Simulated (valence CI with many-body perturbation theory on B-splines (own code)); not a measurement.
# Valence orbitals of Co21+

Method: configuration interaction combined with many-body perturbation theory (CI+MBPT): four valence electrons over a frozen Dirac-Fock core [He], radial functions for each j: 11 s, 11 p, 9 d, 7 f, 5 g, 2 h, 1 i, with the one-electron correlation potential Σ1 (screened to all orders), the two-electron term Σ2, the three-electron term Σ3, Breit, model QED; selected single and double excitations, second order for the rest (own B-spline code, finite nucleus).

No measured spectrum was set against this ion. As an estimate, levels of excited configurations hold to 0.05 to 0.15 % of their energy, terms of the ground configuration to about 0.5 %. Among the levels kept, up to 250 cm⁻¹ of a level comes from second order outside the variational space, and about a tenth of that is noise between levels of different J, which matters for small intervals.

These are the spectroscopic orbitals of the CI (the correlating ones are not listed), shaped by the core and the other valence electrons. h is the expectation value of the core's Dirac-Fock operator, without the valence repulsion; Σ1 is computed up to l = 3 at one energy for each symmetry, that of its lowest orbital but kept below the first core excitation, so for empty shells it is not the orbital's own correlation shift; Breit and QED include the response of the core.

| Orbital | h (hartree) | Σ1 (cm⁻¹) | Breit (cm⁻¹) | QED (cm⁻¹) | ⟨r⟩ (bohr) |
| --- | --- | --- | --- | --- | --- |
| 2s1/2 | -81.471 | -1181 | 4583 | 3922 | 0.2382 |
| 3s1/2 | -35.612 | -273 | 1245 | 1097 | 0.5578 |
| 4s1/2 | -19.834 | -104 | 492 | 438 | 1.018 |
| 5s1/2 | -12.621 | -50.6 | 245 | 219 | 1.612 |
| 2p1/2 | -79.566 | -2641 | 8841 | -227 | 0.2041 |
| 3p1/2 | -35.044 | -564 | 2361 | -64.2 | 0.5315 |
| 4p1/2 | -19.596 | -213 | 944 | -26.1 | 0.9979 |
| 5p1/2 | -12.499 | -104 | 472 | -13.1 | 1.599 |
| 2p3/2 | -78.85 | -2481 | 3844 | 97.6 | 0.2067 |
| 3p3/2 | -34.834 | -530 | 1002 | 24.9 | 0.5351 |
| 4p3/2 | -19.508 | -200 | 409 | 9.9 | 1.003 |
| 5p3/2 | -12.454 | -97.5 | 204 | 4.9 | 1.605 |
| 3d3/2 | -34.541 | -213 | 67.9 | -12.9 | 0.4615 |
| 4d3/2 | -19.384 | -90.1 | 36.7 | -5.1 | 0.9352 |
| 5d3/2 | -12.391 | -46.2 | 20.1 | -2.5 | 1.543 |
| 3d5/2 | -34.477 | -209 | 21.1 | 14.6 | 0.4627 |
| 4d5/2 | -19.357 | -88.1 | 11.3 | 6.3 | 0.9366 |
| 5d5/2 | -12.377 | -45.2 | 6.0 | 3.3 | 1.545 |
| 4f5/2 | -19.289 | -16.6 | 0.3 | -2.9 | 0.8142 |
| 5f5/2 | -12.346 | -9.4 | 0.3 | -1.5 | 1.426 |
| 4f7/2 | -19.276 | -16.5 | 0.1 | 2.3 | 0.8149 |
| 5f7/2 | -12.339 | -9.3 | 0.1 | 1.2 | 1.427 |
| 5g7/2 | -12.328 |  | 0.0 | -0.9 | 1.249 |
| 5g9/2 | -12.325 |  | 0.0 | 0.7 | 1.249 |

Among the shells of the start configuration 2s2 2p2, Σ1 is largest in size for 2p1/2, where it is 0.015 % of h.

Lowest root of each symmetry, sizes in configuration state functions:

```tsv
J	Parity	Roots	Reference	Variational	Second order	Change by selected CI (cm⁻¹)	Change by second order (cm⁻¹)
0	even	12	38	22999	80562	-16369	-2
1	even	18	83	39998	272863	-16034	-20
2	even	19	93	39998	414761	-16815	-50
3	even	9	63	40000	478557	-20406	-108
4	even	4	31	38943	320102	-14959	-11
5	even	2	11	21568	245185	-15631	-13
0	odd	8	37	19516	64099	-20060	-3
1	odd	20	94	39998	277039	-18891	-18
2	odd	20	100	39998	488049	-9350	-50
3	odd	11	70	39999	530944	-18201	-58
4	odd	4	36	36660	364668	-22329	-20
```
